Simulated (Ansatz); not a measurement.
Compare A (`NC[SiH2][SiH2]Cl`) with its isomer B (`CN([SiH3])[SiH2]Cl`).

Gas-phase electronic energies from Ansatz, PBE0-D4/def2-TZVP geometries. CBS: MP2 limit from def2 TZ/QZ plus the TZ coupled-cluster correction, frozen cores. Functionals use def2-TZVPP. B3LYP here is the variant with VWN-RPA as its local correlation; programs differ in this. One conformer a species, not always the lowest.

Problem. Which isomer does CCSD(T)/CBS put lower? Give the gap. (Best estimate.)

Solution. Ansatz gave: B, by 32.1 kcal/mol.

Problem. Give E(B) − E(A) in kcal/mol with B3LYP, PBE0-D4, CCSD(T)/def2-TZVPP, HF/def2-TZVPP, B2PLYP, MP2/def2-TZVPP, CCSD/def2-TZVPP. (An estimate is asked.)

Solution. Computed: B3LYP -30.2, PBE0-D4 -27.5, CCSD(T)/def2-TZVPP -32.5, HF/def2-TZVPP -35.6, B2PLYP -32.5, MP2/def2-TZVPP -35.2, CCSD/def2-TZVPP -32.7. None reverses the order clearly.

Problem. Does the order hold for the free energy at 298.15 K (harmonic terms from PBE0-D4)? (Estimate.)

Solution. Computed: Yes: G(B) − G(A) = -32.8 kcal/mol, for one conformer each. Modes under 60 cm⁻¹, often nearly free rotors, make the harmonic entropy too high.

Largest T1 diagnostic: 0.010.

From PBE to PBE0 (25 % exact exchange), in def2-TZVPP and without D4, E(B) − E(A) moves by −2.1 kcal/mol. The D4 term adds −1.5 kcal/mol with B3LYP and −0.8 kcal/mol with PBE0; it sums over pairs of atoms, weighted by their polarisabilities, and B3LYP, whose exchange is more repulsive, gets the larger term.
